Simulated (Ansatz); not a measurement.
Reaction (ligand exchange at the Sn–Cl bond): `[SH][SnH2][Cl]` + H–F → `[F][SnH2][SH]` + HCl

Calculated with Ansatz (gas phase, PBE0-D4/def2-TZVP geometries, no zero-point term in ΔE). CBS: MP2 limit from def2 TZ/QZ plus the TZ coupled-cluster correction, frozen cores. This one scheme is used for every species. DFT in def2-TZVPP. B3LYP here is the variant with VWN-RPA as its local correlation; programs differ in this. HSE06 is defined as in plane-wave codes. Elements past krypton have def2 core potentials. For Sn outer-core shells are correlated without core-valence functions, which leaves a few kJ/mol of doubt a bond. One conformer a species, not always the lowest.

```tsv
level	ΔE (kJ/mol)	difference from CCSD(T)/CBS
LDA (SPW92)	33.2	-4.2
PBE-D4	31.8	-5.6
revPBE-D4	32.1	-5.3
BLYP-D4	25.4	-12.0
r2SCAN-D4	29.9	-7.5
B97M-V	25.3	-12.1
PBE0-D4	39.0	1.6
B3LYP-D4	31.3	-6.1
r2SCANh-D4	33.1	-4.3
HSE06-D4	39.6	2.2
BHLYP-D4	36.9	-0.5
CAM-B3LYP-D4	26.5	-10.9
ωB97X-V	28.7	-8.7
ωB97M-V	32.1	-5.3
B2PLYP	29.8	-7.6
PBE-QIDH	40.6	3.2
PBE	28.7	-8.7
revPBE	27.6	-9.8
r2SCAN	29.2	-8.2
PBE0	36.2	-1.2
B3LYP	26.2	-11.2
r2SCANh	32.2	-5.2
r2SCAN0	36.3	-1.1
HSE06	36.9	-0.5
BHLYP	31.2	-6.2
CAM-B3LYP	23.4	-14.0
RPA@PBE/def2-TZVPP	29.2	-8.2
HF/def2-SVP	38.4	1.0
MP2/def2-SVP	28.6	-8.8
CCSD(T)/def2-SVP	27.2	-10.2
MP2/def2-TZVPP	41.0	3.6
SCS-MP2/def2-TZVPP	34.7	-2.7
CCSD/def2-TZVPP	34.7	-2.7
CCSD(T)/def2-TZVPP	34.8	-2.6
HF/def2-QZVPP	32.4	-5.0
MP2/def2-QZVPP	41.7	4.3
SCS-MP2/def2-QZVPP	35.6	-1.8
HF/CBS(def2)	32.1	-5.3
MP2/CBS(def2)	43.6	6.2
CCSD/CBS(def2)	37.3	-0.1
CCSD(T)/CBS	37.4	0
```

Largest T1 diagnostic among the species: 0.013.

From r2SCAN to r2SCAN0 (25 % exact exchange), in def2-TZVPP and without D4, ΔE moves by +7.1 kJ/mol. At CCSD(T), def2-SVP lies −10.2 kJ/mol from the extrapolated value and def2-TZVPP −2.6 kJ/mol. Leaving LDA and LC-ωPBE aside and taking each functional with its dispersion term where it has one, the values spread over 15.3 kJ/mol, from B97M-V to PBE-QIDH. LDA lies +4.5 kJ/mol from PBE without D4.
